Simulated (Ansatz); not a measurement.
Consider the silylene formation by 1,1-elimination: `N[SiH2]C[SiH](N)Cl` → `C[SiH](N)Cl` + `N[SiH]`.

Gas-phase electronic energies from Ansatz, PBE0-D4/def2-TZVP geometries. CBS: MP2 limit from def2 TZ/QZ plus the TZ coupled-cluster correction, frozen cores. This one scheme is used for every species. DFT in def2-TZVPP. B3LYP here is the variant with VWN-RPA as its local correlation; programs differ in this. Each species was taken in one conformer, which may not be the lowest.

CCSD(T)/CBS gives +174.4 kJ/mol.

Problem. Another level gave +166.5 kJ/mol. Which?
A. MP2/def2-TZVPP
B. HF/def2-TZVPP
C. B3LYP-D4/def2-TZVPP
D. ωB97X-V/def2-TZVPP

Solution. C. B3LYP-D4 166.5, MP2/def2-TZVPP 186.6, ωB97X-V 182.0, HF/def2-TZVPP 149.2 kJ/mol.

Largest T1 diagnostic among the species: 0.015.

From PBE to PBE0 (25 % exact exchange), in def2-TZVPP and without D4, ΔE moves by +15.8 kJ/mol. The D4 term adds +27.0 kJ/mol with B3LYP and +15.2 kJ/mol with PBE0; it sums over pairs of atoms, weighted by their polarisabilities, and B3LYP, whose exchange is more repulsive, gets the larger term.
